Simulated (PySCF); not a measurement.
# Reading the logs of faulty runs: C2GeH7O

Calculated results; nothing here was measured. They come from PySCF 2.14.0, an open-source quantum chemistry program, on an isolated molecule that a program drew, which may never have been made. The molecule is C2GeH7O (charge 0, doublet), drawn as the SMILES string `C[CH](O)[GeH2]`.

Each row is a Hartree-Fock (HF) and frozen-core CCSD(T) single point in the cc-pVDZ basis, meant for a local HF minimum. Run 1 is clean. Each other run has one planted mistake out of seven kinds, and not every kind appears here: one electron removed, one electron added, multiplicity raised by two, geometry at a saddle point, minimal basis STO-3G, one bond length entered in bohr, all coordinates scaled. The reference is restricted for singlets and unrestricted otherwise, and also for a bond in bohr. Adding or removing an electron swaps singlet and doublet. Electrons count all cores. HOMO and LUMO are orbital energies over both spins, the gradient is its largest component, and the lowest frequency (negative if imaginary) is given only where the gradient is small. Bond lengths are over the 10 bonds as drawn. T1 is the CCSD diagnostic: over 0.02 (restricted) or 0.045 (unrestricted) a single reference is doubtful. Germanium has the cc-pVDZ-PP basis, with a core potential (ECP10MDF) in place of its 10 inner electrons, and its 3s, 3p and 3d shells are frozen in CCSD(T).

Geometry of the clean run:
```xyz
11
C2GeH7O, angstrom
C    -0.7186    0.7705    1.0149
C    -0.0370    0.4401   -0.3010
O    -0.4411    1.4110   -1.2407
Ge    1.9600    0.3911   -0.1657
H    -1.8026    0.7695    0.8802
H    -0.4237    1.7606    1.3670
H    -0.4636    0.0373    1.7833
H    -0.3616   -0.5566   -0.6254
H    -0.1493    1.1618   -2.1047
H     2.5609    0.3320   -1.5852
H     2.4559   -0.8214    0.6458
```

```
run  electrons  basis functions  <S^2>  HOMO (eV)  LUMO (eV)  gradient (hartree/bohr)  lowest frequency (cm^-1)  mean bond (Å)  longest bond (Å)      T1  HF (hartree)  CCSD(T) (hartree)                          mistake
  1         59              100  0.754      -8.59       1.24                  3.4e-05                       146         1.3333             2.002  0.0109    -448.00700         -448.63155                         no fault
  2         59              100  1.721      -7.96       0.32                  5.6e-02                         -         1.5115             3.784  0.0186    -447.93256         -448.52877  one bond length entered in bohr
  3         59              100  3.764      -2.99      -1.48                  2.2e-01                         -         1.3333             2.002  0.0434    -447.76098         -448.38974       multiplicity raised by two
  4         58              100  0.000     -16.14      -6.84                  6.1e-02                         -         1.3333             2.002  0.0206    -447.72266         -448.34354             one electron removed
  5         60              100  0.000      -0.45       8.95                  5.8e-02                         -         1.3333             2.002  0.0101    -447.99071         -448.64265               one electron added
  6         59              100  0.754      -8.57       1.28                  1.2e-02                         -         1.3186             1.980  0.0107    -448.00574         -448.62776                                ?
```

**Which mistake was planted in run 6, and what did it cost?**

The mean and the longest bond both change by the same factor, 0.989, and the gradient is no longer small. So the mistake is: all coordinates scaled. Subtracting run 1 and multiplying by 627.51 kcal/mol a hartree, the energy moved by 0.8 kcal/mol in HF and 2.4 kcal/mol in CCSD(T).

Cautions from the logs. Run 4: T1 is over the limit, so its CCSD(T) energy is less reliable.
